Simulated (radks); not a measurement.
The nuclear charge of the hafnium ion Hf2+ is varied continuously with 70 electrons held in [Xe] 4f14 5d2. Method: Dirac Kohn-Sham, BLYP, spin-unpolarised, spherical densities, point nucleus; open shells are shared between the two j in proportion to 2j + 1; computed with a radial shooting solver on a logarithmic mesh with Libxc functionals. By the Hellmann-Feynman theorem dE/dZ = E(electron-nucleus)/Z, the electronic potential at the nucleus.

| Z | E (hartree) | E(electron-nucleus)/Z (hartree) | HOMO | e(HOMO) (eV) | <r> HOMO (bohr) |
|---|---|---|---|---|---|
| 71 | -14581.6366 | -510.596 | 5d5/2 | -6.704 | 2.708 |
| 71.1 | -14632.7518 | -511.709 | 5d5/2 | -7.541 | 2.629 |
| 71.2 | -14683.9784 | -512.822 | 5d5/2 | -8.414 | 2.557 |
| 71.3 | -14735.3163 | -513.935 | 5d5/2 | -9.321 | 2.492 |
| 71.4 | -14786.7654 | -515.048 | 5d5/2 | -10.259 | 2.433 |
| 71.5 | -14838.3259 | -516.161 | 5d5/2 | -11.228 | 2.378 |
| 71.6 | -14889.9977 | -517.275 | 5d5/2 | -12.226 | 2.328 |
| 71.7 | -14941.7808 | -518.388 | 5d5/2 | -13.252 | 2.281 |
| 71.8 | -14993.6754 | -519.502 | 5d5/2 | -14.306 | 2.238 |
| 71.9 | -15045.6813 | -520.616 | 5d5/2 | -15.385 | 2.197 |
| 72 | -15097.7986 | -521.731 | 5d5/2 | -16.489 | 2.159 |
| 72.1 | -15150.0275 | -522.846 | 5d5/2 | -17.618 | 2.124 |
| 72.2 | -15202.3679 | -523.962 | 5d5/2 | -18.770 | 2.090 |
| 72.3 | -15254.8199 | -525.078 | 5d5/2 | -19.945 | 2.058 |
| 72.4 | -15307.3835 | -526.194 | 5d5/2 | -21.143 | 2.028 |
| 72.5 | -15360.0587 | -527.312 | 5d5/2 | -22.362 | 2.000 |
| 72.6 | -15412.8458 | -528.429 | 5d5/2 | -23.603 | 1.972 |
| 72.7 | -15465.7446 | -529.548 | 5d5/2 | -24.865 | 1.947 |
| 72.8 | -15518.7554 | -530.667 | 5d5/2 | -26.146 | 1.922 |
| 72.9 | -15571.8780 | -531.786 | 5d5/2 | -27.448 | 1.898 |
| 73 | -15625.1127 | -532.907 | 5d5/2 | -28.770 | 1.875 |

The central difference of E at Z = 72 is -521.731 hartree, to compare with the third column; the second derivative is -11.1 hartree.
